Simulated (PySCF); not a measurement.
C3H8As, doublet, at a GFN2-xTB geometry; DF-PBE0/aug-cc-pVDZ run with PySCF.

Here is a job for PySCF.
```python
from pyscf import gto, scf, dft
import numpy

mol = gto.M(
    atom='''
C    -0.230068    1.673059   -0.472765
As   -0.031697    0.036967    0.424302
C     1.645491   -0.592784   -0.417587
C    -1.328406   -1.053178   -0.599639
H     0.572115    2.397001   -0.430752
H    -1.212096    2.120785   -0.539976
H     1.863803   -1.611298   -0.102174
H     2.473097    0.047124   -0.117457
H     1.549924   -0.564703   -1.501269
H    -2.339919   -0.697987   -0.412095
H    -1.117352   -0.977628   -1.664551
H    -1.265668   -2.095776   -0.293750
''',
    basis='aug-cc-pvdz',
    charge=0,
    spin=1,
    verbose=4,
)
print('smallest overlap eigenvalue', numpy.linalg.eigvalsh(mol.intor('int1e_ovlp'))[0])

mf = dft.UKS(mol)
mf.xc = 'pbe0'
mf = mf.density_fit(auxbasis='def2-universal-jkfit')
mf = scf.addons.remove_linear_dep_(mf, threshold=1e-2, lindep=1e-2)
mf.kernel()
mf.analyze()
```

Output, abridged:

```
PySCF version 2.14.0

[INPUT] verbose = 4
[INPUT] num. atoms = 12
[INPUT] num. electrons = 59
[INPUT] charge = 0
[INPUT] spin (= nelec alpha-beta = 2S) = 1
[INPUT] symmetry False subgroup None
[INPUT] Mole.unit = angstrom
[INPUT] Symbol           X                Y                Z      unit          X                Y                Z       unit  Magmom
[...]
nuclear repulsion = 278.694598845015
number of shells = 73
number of NR pGTOs = 279
number of NR cGTOs = 177
basis = aug-cc-pvdz
ecp = {}
input.py:29: DeprecationWarning: remove_linear_dep_ is deprecated and will be removed in a future release. Linear dependency handling is now built into the SCF procedure by default. Linear dependency removal can be controlled using the following settings:
  pyscf.scf.hf.remove_overlap_zero_eigenvalue = True
  pyscf.scf.hf.overlap_zero_eigenvalue_threshold = 1e-6

  mf = scf.addons.remove_linear_dep_(mf, threshold=1e-2, lindep=1e-2)
smallest overlap eigenvalue 0.0002901438211815104
Applying remove_linear_dep_ on SCF object.
Using canonical orthogonalization with threshold 0.01

******** <class 'pyscf.df.df_jk.DFUKS'> ********
method = DFUKS
initial guess = minao
damping factor = 0
level_shift factor = 0
DIIS = <class 'pyscf.scf.diis.CDIIS'>
diis_start_cycle = 1
diis_space = 8
diis_damp = 0
SCF conv_tol = 1e-09
SCF conv_tol_grad = None
SCF max_cycles = 50
direct_scf = False
number electrons alpha = 30  beta = 29
XC library pyscf.dft.libxc version 7.1.2
    S. Lehtola, C. Steigemann, M. J. T. Oliveira, and M. A. L. Marques,  SoftwareX 7, 1–5 (2018)
XC functionals = pbe0
    C. Adamo and V. Barone,  J. Chem. Phys. 110, 6158 (1999)
    M. Ernzerhof and G. E. Scuseria,  J. Chem. Phys. 110, 5029 (1999)
radial grids:
    Treutler-Ahlrichs [JCP 102, 346 (1995); DOI:10.1063/1.469408] (M4) radial grids

becke partition: Becke, JCP 88, 2547 (1988); DOI:10.1063/1.454033
pruning grids: <function nwchem_prune>
grids dens level: 3
symmetrized grids: False
atomic radii adjust function: <function treutler_atomic_radii_adjust>
small_rho_cutoff = 0
Set gradient conv threshold to 3.16228e-05
tot grids = 141248
******** <class 'pyscf.df.df.DF'> ********
auxbasis = def2-universal-jkfit
init E= -2353.83401964217

cycle= 1 E= -2354.45145020683  delta_E= -0.617  |g|= 0.272  |ddm|= 2.97
cycle= 2 E= -2354.4341358539  delta_E= 0.0173  |g|= 0.332  |ddm|= 0.436
cycle= 3 E= -2354.49659203338  delta_E= -0.0625  |g|= 0.0284  |ddm|= 0.24
cycle= 4 E= -2354.49725122553  delta_E= -0.000659  |g|= 0.024  |ddm|= 0.0515
cycle= 5 E= -2354.49766491006  delta_E= -0.000414  |g|= 0.0059  |ddm|= 0.0228
cycle= 6 E= -2354.49770763833  delta_E= -4.27e-05  |g|= 0.00288  |ddm|= 0.00863
cycle= 7 E= -2354.49771964027  delta_E= -1.2e-05  |g|= 0.00212  |ddm|= 0.00629
cycle= 8 E= -2354.49772023566  delta_E= -5.95e-07  |g|= 0.00201  |ddm|= 0.000354
cycle= 9 E= -2354.49772029543  delta_E= -5.98e-08  |g|= 0.00202  |ddm|= 0.000122
cycle= 10 E= -2354.49771881714  delta_E= 1.48e-06  |g|= 0.00217  |ddm|= 0.00126
cycle= 11 E= -2354.49771908907  delta_E= -2.72e-07  |g|= 0.00224  |ddm|= 0.00321
cycle= 12 E= -2354.49771811894  delta_E= 9.7e-07  |g|= 0.00243  |ddm|= 0.00135
cycle= 13 E= -2354.49771858666  delta_E= -4.68e-07  |g|= 0.0025  |ddm|= 0.00245
cycle= 14 E= -2354.49771692683  delta_E= 1.66e-06  |g|= 0.00245  |ddm|= 0.00315
cycle= 15 E= -2354.4977176072  delta_E= -6.8e-07  |g|= 0.00235  |ddm|= 0.000513
cycle= 16 E= -2354.4977197482  delta_E= -2.14e-06  |g|= 0.00241  |ddm|= 0.00307
cycle= 17 E= -2354.4977200602  delta_E= -3.12e-07  |g|= 0.0024  |ddm|= 0.000884
cycle= 18 E= -2354.49772137912  delta_E= -1.32e-06  |g|= 0.00208  |ddm|= 0.00192
cycle= 19 E= -2354.49772125909  delta_E= 1.2e-07  |g|= 0.0021  |ddm|= 0.00101
cycle= 20 E= -2354.49772181765  delta_E= -5.59e-07  |g|= 0.00158  |ddm|= 0.00184
cycle= 21 E= -2354.4977215095  delta_E= 3.08e-07  |g|= 0.0019  |ddm|= 0.00147
cycle= 22 E= -2354.49772110561  delta_E= 4.04e-07  |g|= 0.0022  |ddm|= 0.0021
[...]
SCF not converged.
Total Energy =                       -2354.497720862022561
[...]
spin_pop of  4 H 1s       -0.02229
spin_pop of  4 H 2s       -0.00001
spin_pop of  4 H 3s        0.00004
spin_pop of  4 H 2px       0.00006
spin_pop of  4 H 2py       0.00012
spin_pop of  4 H 2pz       0.00157
spin_pop of  4 H 3px      -0.00004
spin_pop of  4 H 3py       0.00013
spin_pop of  4 H 3pz       0.00067
spin_pop of  5 H 1s       -0.02229
spin_pop of  5 H 2s       -0.00001
spin_pop of  5 H 3s        0.00004
spin_pop of  5 H 2px       0.00004
spin_pop of  5 H 2py       0.00012
spin_pop of  5 H 2pz       0.00158
spin_pop of  5 H 3px      -0.00001
spin_pop of  5 H 3py       0.00012
spin_pop of  5 H 3pz       0.00065
spin_pop of  6 H 1s       -0.00051
spin_pop of  6 H 2s        0.00007
spin_pop of  6 H 3s        0.00010
spin_pop of  6 H 2px       0.00002
spin_pop of  6 H 2py       0.00001
spin_pop of  6 H 2pz      -0.00000
spin_pop of  6 H 3px       0.00002
spin_pop of  6 H 3py      -0.00001
spin_pop of  6 H 3pz       0.00001
spin_pop of  7 H 1s       -0.00183
spin_pop of  7 H 2s        0.00014
spin_pop of  7 H 3s        0.00004
spin_pop of  7 H 2px      -0.00000
spin_pop of  7 H 2py       0.00000
spin_pop of  7 H 2pz       0.00002
spin_pop of  7 H 3px       0.00002
spin_pop of  7 H 3py       0.00000
spin_pop of  7 H 3pz       0.00002
spin_pop of  8 H 1s        0.00393
spin_pop of  8 H 2s        0.00081
spin_pop of  8 H 3s        0.00003
spin_pop of  8 H 2px      -0.00001
spin_pop of  8 H 2py       0.00007
spin_pop of  8 H 2pz       0.00001
spin_pop of  8 H 3px       0.00004
spin_pop of  8 H 3py       0.00021
spin_pop of  8 H 3pz       0.00006
spin_pop of  9 H 1s       -0.00183
spin_pop of  9 H 2s        0.00014
spin_pop of  9 H 3s        0.00004
spin_pop of  9 H 2px      -0.00000
spin_pop of  9 H 2py      -0.00000
spin_pop of  9 H 2pz       0.00002
spin_pop of  9 H 3px       0.00002
spin_pop of  9 H 3py       0.00001
spin_pop of  9 H 3pz       0.00001
spin_pop of  10 H 1s        0.00392
spin_pop of  10 H 2s        0.00081
spin_pop of  10 H 3s        0.00003
spin_pop of  10 H 2px       0.00000
spin_pop of  10 H 2py       0.00005
spin_pop of  10 H 2pz       0.00001
spin_pop of  10 H 3px       0.00000
spin_pop of  10 H 3py       0.00026
spin_pop of  10 H 3pz       0.00005
spin_pop of  11 H 1s       -0.00051
spin_pop of  11 H 2s        0.00007
spin_pop of  11 H 3s        0.00010
spin_pop of  11 H 2px       0.00003
spin_pop of  11 H 2py      -0.00000
spin_pop of  11 H 2pz       0.00000
spin_pop of  11 H 3px       0.00002
spin_pop of  11 H 3py      -0.00001
spin_pop of  11 H 3pz       0.00000
 ** Mulliken Spin Density (per atom)  **
spin density of  0 C =      0.91017
spin density of  1 As =      0.04349
spin density of  2 C =      0.03968
spin density of  3 C =      0.03968
spin density of  4 H =     -0.01976
spin density of  5 H =     -0.01975
spin density of  6 H =     -0.00030
spin density of  7 H =     -0.00159
spin density of  8 H =      0.00514
spin density of  9 H =     -0.00159
spin density of  10 H =      0.00513
spin density of  11 H =     -0.00030
 ** Mulliken pop alpha/beta on meta-lowdin orthogonal AOs **
 ** Mulliken pop       alpha | beta **
In total            30.00000 | 29.00000
 ** Mulliken atomic charges   ( Nelec_alpha | Nelec_beta ) **
charge of  0C =     -0.47552  (     3.69284      2.78267 )
charge of  1As =      0.50625  (    16.26862     16.22513 )
charge of  2C =     -0.49607  (     3.26787      3.22819 )
charge of  3C =     -0.49584  (     3.26776      3.22808 )
charge of  4H =      0.12063  (     0.42981      0.44956 )
charge of  5H =      0.12064  (     0.42980      0.44955 )
charge of  6H =      0.12149  (     0.43910      0.43940 )
charge of  7H =      0.12362  (     0.43739      0.43899 )
charge of  8H =      0.11489  (     0.44512      0.43999 )
charge of  9H =      0.12359  (     0.43741      0.43900 )
charge of  10H =      0.11485  (     0.44514      0.44001 )
charge of  11H =      0.12145  (     0.43913      0.43943 )
Dipole moment(X, Y, Z, Debye):  0.10970, -0.44519, -0.67972
```

The run did not converge; its last values are not results.
